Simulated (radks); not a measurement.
Values are calculated unless marked as measured or tabulated.
All-electron atom: Rh XXVI in [Ar] 3d2 (the NIST ground configuration).

Code: a radial shooting solver on a logarithmic mesh with Libxc functionals. Model: scalar-relativistic Kohn-Sham, SCAN, spin-polarised, spherical densities, finite nucleus; open shells are filled with parallel spins first (spin-orbit coupling, left out, can overturn this in heavy ions); meta-GGA in the generalised Kohn-Sham scheme; Fermi nuclear charge, rms radius 4.4945 fm.

Energy parts (eV):
| part | energy |
|---|---|
| total | -119483.112 |
| kinetic | 124140.161 |
| electron-nucleus | -265884.280 |
| Hartree | 25074.821 |
| exchange-correlation | -2813.815 |

Orbitals (lengths in bohr, moments of r in powers of bohr; r(90%) holds 90 % of the orbital's charge):
| orbital | occ. | eigenvalue (eV) | <r^4> | r(90%) |
|---|---|---|---|---|
| 1s up | 1 | -24164.52 | 5.379e-06 | 0.0585 |
| 1s down | 1 | -24164.39 | 5.378e-06 | 0.0585 |
| 2s up | 1 | -4426.762 | 0.0009320 | 0.217 |
| 2s down | 1 | -4418.540 | 0.0009272 | 0.217 |
| 2p up | 3 | -4080.134 | 0.0006650 | 0.200 |
| 2p down | 3 | -4074.075 | 0.0006604 | 0.199 |
| 3s up | 1 | -1512.016 | 0.03170 | 0.522 |
| 3s down | 1 | -1503.319 | 0.03206 | 0.524 |
| 3p up | 3 | -1397.749 | 0.03112 | 0.522 |
| 3p down | 3 | -1388.545 | 0.03153 | 0.524 |
| 3d up | 2 | -1237.210 | 0.02310 | 0.487 |

The highest occupied level is 3d up at -1237.2 eV. The density falls to 0.001 e/bohr^3 at r = 1.03 bohr. The spin density at the nucleus is -4.29 e/bohr^3 (1s -0.74, 2s -18.99, 3s 15.44). For comparison, the ionisation energy in NIST's Atomic Spectra Database is 1274 eV (theoretical). In exact Kohn-Sham theory the highest level is minus the ionisation energy, but local and semilocal functionals leave it too shallow, through self-interaction and a potential that decays too fast; potentials with the right tail come closer. Spin moment in Bohr magnetons: 2. Summed over all electrons, <r^2> = 1.545 bohr^2, which gives a Langevin (diamagnetic) susceptibility term of -1.22 x 10^-6 cm^3/mol. The electron density at the nucleus is 1.239e+05 e/bohr^3 (large components only).

Empty levels of this run are not shown, since the potential may be unsettled where no density lies.
